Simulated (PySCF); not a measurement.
## Correlation energy of S²⁺ (sulfur, charge +2)

[Ne] 3s2 3p2, high-spin 3P determinant. Calculation: PySCF 2.14, in aug-cc-pwCVTZ; the non-relativistic Hamiltonian (point nucleus). Frozen: [Ne]; 4 electrons correlated.

```
  level  correlation energy (mhartree)
   CCSD                         -91.17
    (T)                          -2.32
CCSD(T)                         -93.49
```

Diagnostics: T1 = 0.0088, D1 = 0.0223, largest double amplitude 0.104.

Cost of the coupled-cluster step: of the order of 8 core-seconds, for 4 correlated electrons.
